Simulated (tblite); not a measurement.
Start geometry of `CC1=CC(Cl)=NN=C1` from a force field or distance geometry (Å):
```
atom  x, y, z in Å
C1    -1.8217   -0.3884    0.1076
C2    -0.4129    0.0615   -0.0291
C3    -0.0742    1.3940   -0.1698
N4     1.1895    1.8473   -0.2691
N5     2.2149    0.9427   -0.1796
C6     1.9304   -0.3639   -0.0258
Cl7    3.2935   -1.3998    0.0653
C8     0.6523   -0.8460    0.0746
H9    -2.4910    0.2641   -0.4647
H10   -2.1408   -0.3675    1.1633
H11   -1.9622   -1.4037   -0.2801
H12   -0.8440    2.1698   -0.2301
H13    0.4619   -1.9096    0.2196
```

Task: What comes out of this run: GFN2-xTB geometry optimisation, gas phase (tblite)?

Result: 
```
atom  x, y, z in Å
C1    -1.8377   -0.3879    0.1032
C2    -0.4136    0.0406   -0.0033
C3    -0.0534    1.3862   -0.1719
N4     1.1920    1.7971   -0.2555
N5     2.1774    0.9551   -0.1823
C6     1.9260   -0.3279   -0.0234
Cl7    3.2867   -1.3686    0.0608
C8     0.6374   -0.8560    0.0734
H9    -2.4844    0.2816   -0.4583
H10   -2.1502   -0.3610    1.1473
H11   -1.9638   -1.4046   -0.2606
H12   -0.8022    2.1620   -0.2462
H13    0.4813   -1.9160    0.1990
```

The energy falls by 5.2 kcal/mol over 24 L-BFGS steps, the largest force on an atom goes from 2.98 to 0.009 eV/Å, and the atoms move by 0.032 Å rms after alignment. The bond that changes most is N4–N5 (both ends pyridine-type nitrogen), which shortens by 0.072 Å. Bonds longer at the end by more than 0.005 Å: 3 of 13; shorter: 9. Among the angles that change most is H9–C1–H11, from 106.8° to 109.5°. Rotational constants go from 3584, 1217, 913.6 to 3654, 1230, 925.5 MHz. The orientation of the end geometry is arbitrary; only internal coordinates are fixed.

On one thread of an Arm Neoverse N1, on a shared host, this took 0.23 s of wall time.

GFN2-xTB frequencies show an imaginary mode (28i cm⁻¹), so the point is no minimum at that level.

These are computed values.
